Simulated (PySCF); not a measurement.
One molecule, one basis, several functionals.

Compound: C4H9Al.
SMILES: `[CH3][AlH][CH]1CC1`

Torsions of this conformer, `[CH3:1][AlH:2][CH:3]1[CH2:4][CH2:5]1`: C1–Al2–C3–C4 -146°.

PySCF, def2-SVPD basis, density fitting, gas phase, PBE0-D3(BJ)/def2-SVP geometry; singlet excitations by full TDDFT with frozen cores, triplets by Tamm–Dancoff TDDFT and ionisation energies by ΔSCF, from the lowest of the holes tried. One functional is left out:

```
functional  exact exchange (%)  HOMO energy (eV)  LUMO energy (eV)  lowest singlet excitation (eV)  lowest triplet excitation (eV)  dipole moment (D)  mean polarisability (au)  vertical ionisation energy (eV)
       LDA                   0             -6.31             -1.84                            4.56                            4.37              0.845                      79.5                             9.20
       PBE                   0             -6.19             -1.61                            4.64                            4.41              0.837                      78.1                             9.89
      PBE0                  25             -7.42             -0.83                            5.19                            4.91              0.806                      74.8                             9.33
 BHandHLYP                  50             -8.57             -0.07                            5.63                            5.35              0.764                      72.4                             9.46
```

**Question.** Predict the row of B3LYP (20 % exact exchange) by straight lines through the other rows, and check it.

**Answer.** 
```tsv
property	line	computed	computed − line	PBE0 (25 %), for comparison
HOMO energy (eV)	-7.18	-7.21	-0.03	-7.42
LUMO energy (eV)	-1.05	-1.05	0.00	-0.83
lowest singlet excitation (eV)	5.03	5.05	+0.02	5.19
lowest triplet excitation (eV)	4.78	4.82	+0.04	4.91
dipole moment (D)	0.811	0.794	-0.017	0.806
mean polarisability (au)	76.0	75.5	-0.5	74.8
vertical ionisation energy (eV)	9.47	9.31	-0.16	9.33
```
